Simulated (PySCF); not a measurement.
A structure optimised at B3LYP-D3(BJ)/def2-SVP, used in a PySCF frequency run:

```
Si
N 1 1.7190
H 2 1.0165 1 119.54
H 2 1.0165 3 110.52 1 -144.81
H 1 1.4829 2 108.46 3 47.51
H 1 1.4829 5 113.19 2 -120.42
Br 1 2.2684 5 105.79 6 -115.39
```

Q: Write its SMILES, formula and point group.

A: N[SiH2]Br, BrH4NSi, Cs

Q: What are its rotational constants (standard atomic weights)?

A: 17.909, 2.3626, 2.1678 GHz
